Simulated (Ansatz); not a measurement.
Ansatz (a quantum-chemistry and plane-wave program) input (B3LYP/6-31G*):

Ansatz 0.2 input:
```yaml
crystal:
  periodic: [false, false, false]
  atoms:
    - {symbol: S, position_ang: [-0.17311912, 0.48564808, 2.06869704]}
    - {symbol: Si, position_ang: [-0.06076482, 0.04309290, 0.02121015]}
    - {symbol: S, position_ang: [1.69339624, -1.20102337, -0.11390414]}
    - {symbol: Cl, position_ang: [0.07853152, 1.74650491, -1.14264156]}
    - {symbol: Cl, position_ang: [-1.61052426, -1.09633856, -0.72427403]}
    - {symbol: H, position_ang: [2.57014990, -0.21012404, 0.16393683]}
basis:
  gaussian:
    orbitals: 6-31G*
hamiltonian:
  xc: {name: B3LYP}
magnetization: {spin_polarized: true, initial_magnetization: 1}
phonons: {temperatures: {t_min: 298.15, t_max: 298.15, t_step: 100}}
```

Output:

```
Functional definition: B3LYP
integrals: 0.04 GiB planned
938 factors; integrals over basis functions are off by at most 4.1e-4 eV
mean field: 0.85 GiB planned
mean field evaluation 1: about -54611.4436 eV, gradient 1.4e1 eV
mean field evaluation 2: about -54610.6529 eV, gradient 1.8e1 eV
mean field evaluation 4: about -54612.7874 eV, gradient 1.8e0 eV
mean field evaluation 8: about -54612.8359 eV, gradient 7.6e-2 eV
mean field evaluation 16: about -54612.8362 eV, gradient 4.5e-3 eV
mean field evaluation 32: about -54612.6079 eV, gradient 2.7e0 eV
mean field -54612.83617560 eV, -2006.9847115434 hartree, gradient 1.1e-5 eV, S^2 0.753669; 2 other end points of the search recorded, 0 dependent functions left out
the calculation of the forces begins
reference -54612.83643440 eV, -2006.9847210542 hartree; 41, 40 occupied and 56, 57 virtual orbitals, 938 factors
these checks for a lower state are left out or cut short: stability, starts, cluster_reference, orbital_swaps, neighbouring_geometries, increment
integrals: 0.04 GiB planned
938 factors; integrals over basis functions are off by at most 4.1e-4 eV
mean field: 0.85 GiB planned
mean field -54612.83617257 eV, -2006.9847114321 hartree, gradient 1.4e-6 eV, S^2 0.753672; 0 other end points of the search recorded, 0 dependent functions left out
the calculation of the forces begins
reference -54612.83643137 eV, -2006.9847209428 hartree; 41, 40 occupied and 56, 57 virtual orbitals, 938 factors
these checks for a lower state are left out or cut short: stability, starts, cluster_reference, orbital_swaps, neighbouring_geometries, increment
integrals: 0.04 GiB planned
938 factors; integrals over basis functions are off by at most 4.1e-4 eV
mean field: 0.85 GiB planned
mean field -54612.83617237 eV, -2006.9847114246 hartree, gradient 1.4e-6 eV, S^2 0.753666; 0 other end points of the search recorded, 0 dependent functions left out
the calculation of the forces begins
reference -54612.83643117 eV, -2006.9847209355 hartree; 41, 40 occupied and 56, 57 virtual orbitals, 938 factors
these checks for a lower state are left out or cut short: stability, starts, cluster_reference, orbital_swaps, neighbouring_geometries, increment
integrals: 0.04 GiB planned
938 factors; integrals over basis functions are off by at most 4.1e-4 eV
mean field: 0.85 GiB planned
mean field -54612.83617128 eV, -2006.9847113848 hartree, gradient 1.6e-6 eV, S^2 0.753665; 0 other end points of the search recorded, 0 dependent functions left out
the calculation of the forces begins
reference -54612.83643009 eV, -2006.9847208957 hartree; 41, 40 occupied and 56, 57 virtual orbitals, 938 factors
these checks for a lower state are left out or cut short: stability, starts, cluster_reference, orbital_swaps, neighbouring_geometries, increment
integrals: 0.04 GiB planned
938 factors; integrals over basis functions are off by at most 4.1e-4 eV
mean field: 0.85 GiB planned
mean field -54612.83617074 eV, -2006.9847113647 hartree, gradient 1.6e-6 eV, S^2 0.753673; 0 other end points of the search recorded, 0 dependent functions left out
the calculation of the forces begins
reference -54612.83642954 eV, -2006.9847208754 hartree; 41, 40 occupied and 56, 57 virtual orbitals, 938 factors
these checks for a lower state are left out or cut short: stability, starts, cluster_reference, orbital_swaps, neighbouring_geometries, increment
integrals: 0.04 GiB planned
938 factors; integrals over basis functions are off by at most 4.1e-4 eV
mean field: 0.85 GiB planned
mean field evaluation 64: about -54612.8361 eV, gradient 2.7e-6 eV
mean field -54612.83612771 eV, -2006.9847097833 hartree, gradient 2.7e-6 eV, S^2 0.753662; 0 other end points of the search recorded, 0 dependent functions left out
the calculation of the forces begins
reference -54612.83638655 eV, -2006.9847192956 hartree; 41, 40 occupied and 56, 57 virtual orbitals, 938 factors
these checks for a lower state are left out or cut short: stability, starts, cluster_reference, orbital_swaps, neighbouring_geometries, increment
integrals: 0.04 GiB planned
938 factors; integrals over basis functions are off by at most 4.1e-4 eV
mean field: 0.85 GiB planned
mean field -54612.83612677 eV, -2006.9847097489 hartree, gradient 2.1e-6 eV, S^2 0.753676; 0 other end points of the search recorded, 0 dependent functions left out
the calculation of the forces begins
reference -54612.83638553 eV, -2006.9847192583 hartree; 41, 40 occupied and 56, 57 virtual orbitals, 938 factors
these checks for a lower state are left out or cut short: stability, starts, cluster_reference, orbital_swaps, neighbouring_geometries, increment
integrals: 0.04 GiB planned
938 factors; integrals over basis functions are off by at most 4.1e-4 eV
mean field: 0.85 GiB planned
[...]
938 factors; integrals over basis functions are off by at most 4.1e-4 eV
mean field: 0.85 GiB planned
mean field -54612.83615547 eV, -2006.9847108036 hartree, gradient 2.9e-6 eV, S^2 0.753672; 0 other end points of the search recorded, 0 dependent functions left out
the calculation of the forces begins
reference -54612.83641430 eV, -2006.9847203156 hartree; 41, 40 occupied and 56, 57 virtual orbitals, 938 factors
these checks for a lower state are left out or cut short: stability, starts, cluster_reference, orbital_swaps, neighbouring_geometries, increment
integrals: 0.04 GiB planned
938 factors; integrals over basis functions are off by at most 4.1e-4 eV
mean field: 0.85 GiB planned
mean field -54612.83614161 eV, -2006.9847102944 hartree, gradient 1.9e-6 eV, S^2 0.753670; 0 other end points of the search recorded, 0 dependent functions left out
the calculation of the forces begins
reference -54612.83640037 eV, -2006.9847198037 hartree; 41, 40 occupied and 56, 57 virtual orbitals, 938 factors
these checks for a lower state are left out or cut short: stability, starts, cluster_reference, orbital_swaps, neighbouring_geometries, increment
integrals: 0.04 GiB planned
938 factors; integrals over basis functions are off by at most 4.1e-4 eV
mean field: 0.85 GiB planned
mean field -54612.83614217 eV, -2006.9847103150 hartree, gradient 2.1e-6 eV, S^2 0.753668; 0 other end points of the search recorded, 0 dependent functions left out
the calculation of the forces begins
reference -54612.83640102 eV, -2006.9847198273 hartree; 41, 40 occupied and 56, 57 virtual orbitals, 938 factors
these checks for a lower state are left out or cut short: stability, starts, cluster_reference, orbital_swaps, neighbouring_geometries, increment
integrals: 0.04 GiB planned
938 factors; integrals over basis functions are off by at most 4.1e-4 eV
mean field: 0.85 GiB planned
mean field evaluation 192: about -54612.8361 eV, gradient 4.0e-2 eV
mean field -54612.83615549 eV, -2006.9847108045 hartree, gradient 1.7e-6 eV, S^2 0.753667; 0 other end points of the search recorded, 0 dependent functions left out
the calculation of the forces begins
reference -54612.83641426 eV, -2006.9847203141 hartree; 41, 40 occupied and 56, 57 virtual orbitals, 938 factors
these checks for a lower state are left out or cut short: stability, starts, cluster_reference, orbital_swaps, neighbouring_geometries, increment
integrals: 0.04 GiB planned
938 factors; integrals over basis functions are off by at most 4.1e-4 eV
mean field: 0.85 GiB planned
mean field -54612.83615565 eV, -2006.9847108103 hartree, gradient 1.8e-6 eV, S^2 0.753671; 0 other end points of the search recorded, 0 dependent functions left out
the calculation of the forces begins
reference -54612.83641448 eV, -2006.9847203222 hartree; 41, 40 occupied and 56, 57 virtual orbitals, 938 factors
these checks for a lower state are left out or cut short: stability, starts, cluster_reference, orbital_swaps, neighbouring_geometries, increment
integrals: 0.04 GiB planned
938 factors; integrals over basis functions are off by at most 4.1e-4 eV
mean field: 0.85 GiB planned
mean field -54612.83616411 eV, -2006.9847111212 hartree, gradient 2.2e-6 eV, S^2 0.753667; 0 other end points of the search recorded, 0 dependent functions left out
the calculation of the forces begins
reference -54612.83642289 eV, -2006.9847206313 hartree; 41, 40 occupied and 56, 57 virtual orbitals, 938 factors
these checks for a lower state are left out or cut short: stability, starts, cluster_reference, orbital_swaps, neighbouring_geometries, increment
integrals: 0.04 GiB planned
938 factors; integrals over basis functions are off by at most 4.1e-4 eV
mean field: 0.85 GiB planned
mean field -54612.83616436 eV, -2006.9847111302 hartree, gradient 2.0e-6 eV, S^2 0.753671; 0 other end points of the search recorded, 0 dependent functions left out
the calculation of the forces begins
reference -54612.83642318 eV, -2006.9847206418 hartree; 41, 40 occupied and 56, 57 virtual orbitals, 938 factors
these checks for a lower state are left out or cut short: stability, starts, cluster_reference, orbital_swaps, neighbouring_geometries, increment
integrals: 0.04 GiB planned
938 factors; integrals over basis functions are off by at most 4.1e-4 eV
mean field: 0.85 GiB planned
mean field -54612.83614010 eV, -2006.9847102388 hartree, gradient 1.4e-6 eV, S^2 0.753669; 0 other end points of the search recorded, 0 dependent functions left out
the calculation of the forces begins
reference -54612.83639894 eV, -2006.9847197509 hartree; 41, 40 occupied and 56, 57 virtual orbitals, 938 factors
these checks for a lower state are left out or cut short: stability, starts, cluster_reference, orbital_swaps, neighbouring_geometries, increment
integrals: 0.04 GiB planned
938 factors; integrals over basis functions are off by at most 4.0e-4 eV
mean field: 0.85 GiB planned
mean field evaluation 224: about -54612.8361 eV, gradient 6.2e-5 eV
mean field -54612.83613485 eV, -2006.9847100458 hartree, gradient 1.4e-6 eV, S^2 0.753669; 0 other end points of the search recorded, 0 dependent functions left out
the calculation of the forces begins
reference -54612.83639362 eV, -2006.9847195553 hartree; 41, 40 occupied and 56, 57 virtual orbitals, 938 factors
these checks for a lower state are left out or cut short: stability, starts, cluster_reference, orbital_swaps, neighbouring_geometries, increment
integrals: 0.04 GiB planned
938 factors; integrals over basis functions are off by at most 4.1e-4 eV
mean field: 0.85 GiB planned
mean field -54612.83613295 eV, -2006.9847099759 hartree, gradient 1.1e-6 eV, S^2 0.753669; 0 other end points of the search recorded, 0 dependent functions left out
the calculation of the forces begins
reference -54612.83639176 eV, -2006.9847194872 hartree; 41, 40 occupied and 56, 57 virtual orbitals, 938 factors
these checks for a lower state are left out or cut short: stability, starts, cluster_reference, orbital_swaps, neighbouring_geometries, increment
integrals: 0.04 GiB planned
938 factors; integrals over basis functions are off by at most 4.0e-4 eV
mean field: 0.85 GiB planned
mean field -54612.83612726 eV, -2006.9847097669 hartree, gradient 1.1e-6 eV, S^2 0.753669; 0 other end points of the search recorded, 0 dependent functions left out
the calculation of the forces begins
reference -54612.83638605 eV, -2006.9847192772 hartree; 41, 40 occupied and 56, 57 virtual orbitals, 938 factors
these checks for a lower state are left out or cut short: stability, starts, cluster_reference, orbital_swaps, neighbouring_geometries, increment
integrals: 0.04 GiB planned
938 factors; integrals over basis functions are off by at most 4.1e-4 eV
mean field: 0.85 GiB planned
mean field -54612.83617257 eV, -2006.9847114322 hartree, gradient 1.8e-6 eV, S^2 0.753669; 0 other end points of the search recorded, 0 dependent functions left out
the calculation of the forces begins
reference -54612.83643138 eV, -2006.9847209431 hartree; 41, 40 occupied and 56, 57 virtual orbitals, 938 factors
these checks for a lower state are left out or cut short: stability, starts, cluster_reference, orbital_swaps, neighbouring_geometries, increment
integrals: 0.04 GiB planned
938 factors; integrals over basis functions are off by at most 4.1e-4 eV
mean field: 0.85 GiB planned
mean field -54612.83617058 eV, -2006.9847113588 hartree, gradient 1.5e-6 eV, S^2 0.753669; 0 other end points of the search recorded, 0 dependent functions left out
the calculation of the forces begins
reference -54612.83642938 eV, -2006.9847208695 hartree; 41, 40 occupied and 56, 57 virtual orbitals, 938 factors
Total energy: -54612.83643440 eV, -2006.9847210542 hartree
Atom 0 at    -0.173119     0.485648     2.068697 Å, force     0.000039     0.000111     0.000116 eV/Å
Atom 1 at    -0.060765     0.043093     0.021210 Å, force    -0.000193     0.000043    -0.000094 eV/Å
Atom 2 at     1.693396    -1.201023    -0.113904 Å, force    -0.000747    -0.001260    -0.000399 eV/Å
Atom 3 at     0.078532     1.746505    -1.142642 Å, force    -0.000042     0.000039     0.000017 eV/Å
Atom 4 at    -1.610524    -1.096339    -0.724274 Å, force    -0.000088    -0.000030    -0.000049 eV/Å
Atom 5 at     2.570150    -0.210124     0.163937 Å, force     0.001031     0.001097     0.000410 eV/Å
Dipole moment:     0.312070     0.055006     0.032014 e Å
Vibrations: 95.51 116.13 181.81 191.02 205.25 243.41 386.07 519.15 567.50 601.69 786.49 2677.03 cm⁻¹, zero-point energy 0.407354 eV
```

The blocks after the first are displaced geometries, from whose forces the wavenumbers follow.
